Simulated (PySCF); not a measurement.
**From computed data to an observable: dipole moment from atomic charges**

Ge(F)(Me) (CH₃FGe), SMILES [CH3][Ge][F] (connectivity only; charge and spin as stated), neutral, multiplicity 1. Atoms are numbered in the order given.

```xyz
6

Ge     0.4522     0.1545     0.0000
F     -1.0235     1.1501     0.0000
C     -0.5159    -1.5938     0.0000
H      0.1616    -2.4488     0.0000
H     -1.1629    -1.6423    -0.8810
H     -1.1629    -1.6423     0.8810
```
Charge 0, spin multiplicity 1.

The structure is a stationary point at B3LYP-D3(BJ)/def2-TZVP.

Charges (e) from M06-2X/def2-TZVPD (PySCF):

```csv
atom,IAO,ESP fit
Ge1,0.838,0.241
F2,-0.569,-0.289
C3,-0.739,-0.077
H4,0.149,0.008
H5,0.161,0.058
H6,0.161,0.058
```

The dipole moment of the full density is 2.24 D.

Task: What dipole moment does each set of point charges give, and which comes closer to that of the density?

Result: 
μ = Σ q r, and 1 e Å = 4.8032 D.
IAO: Σ q r = (0.992, -0.241, 0.000) e Å, |μ| = 4.90 D.
ESP fit: Σ q r = (0.311, -0.383, 0.000) e Å, |μ| = 2.37 D.
ESP fit comes closer in size. Point charges leave out the atoms' own dipoles (lone pairs, polarised bonds); fits to the potential absorb them, partitions of the density don't.
